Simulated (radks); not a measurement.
All-electron atom: I I in [Kr] 4d8 5s2 5p5 6p2 (not the ground configuration).

All-electron calculation, Dirac Kohn-Sham, AM05, spin-unpolarised, spherical densities, finite nucleus; open shells fill j = l - 1/2 first; Fermi nuclear charge, rms radius 4.75 fm. Program: a radial shooting solver on a logarithmic mesh with Libxc functionals.

Energy parts (eV):
part                       energy
total                 -193440.555
kinetic                205002.924
electron-nucleus      -468989.012
Hartree                 75296.111
exchange-correlation    -4750.577

Orbitals (lengths in bohr, moments of r in powers of bohr; r(max) is where P^2 peaks; r(90%) holds 90 % of the orbital's charge):
1s1/2: occ. 2; eigenvalue (eV) -32954.21; r(max) 0.01755; r(90%) 0.0490
2s1/2: occ. 2; eigenvalue (eV) -5117.721; r(max) 0.09934; r(90%) 0.181
2p1/2: occ. 2; eigenvalue (eV) -4805.157; r(max) 0.07616; r(90%) 0.162
2p3/2: occ. 4; eigenvalue (eV) -4506.950; r(max) 0.08096; r(90%) 0.169
3s1/2: occ. 2; eigenvalue (eV) -1056.418; r(max) 0.2861; r(90%) 0.462
3p1/2: occ. 2; eigenvalue (eV) -927.1565; r(max) 0.2724; r(90%) 0.457
3p3/2: occ. 4; eigenvalue (eV) -870.9673; r(max) 0.2831; r(90%) 0.474
3d3/2: occ. 4; eigenvalue (eV) -642.9064; r(max) 0.2297; r(90%) 0.450
3d5/2: occ. 6; eigenvalue (eV) -631.0675; r(max) 0.2327; r(90%) 0.455
4s1/2: occ. 2; eigenvalue (eV) -206.6422; r(max) 0.6779; r(90%) 1.05
4p1/2: occ. 2; eigenvalue (eV) -161.0353; r(max) 0.6943; r(90%) 1.11
4p3/2: occ. 4; eigenvalue (eV) -149.6540; r(max) 0.7181; r(90%) 1.15
4d3/2: occ. 4; eigenvalue (eV) -75.6004; r(max) 0.7609; r(90%) 1.33
4d5/2: occ. 4; eigenvalue (eV) -73.7331; r(max) 0.7690; r(90%) 1.34
5s1/2: occ. 2; eigenvalue (eV) -31.0246; r(max) 1.603; r(90%) 2.55
5p1/2: occ. 2; eigenvalue (eV) -19.3284; r(max) 1.777; r(90%) 2.94
5p3/2: occ. 3; eigenvalue (eV) -17.7448; r(max) 1.842; r(90%) 3.05
6p1/2: occ. 2; eigenvalue (eV) -2.0761; r(max) 5.517; r(90%) 8.96
6p3/2: occ. 0; eigenvalue (eV) -1.9507; r(max) 5.671; r(90%) 9.21

The highest occupied level is 6p1/2 at -2.076 eV. The electron density at the nucleus is 2.483e+05 e/bohr^3. The density falls to 0.001 e/bohr^3 at r = 5.84 bohr.
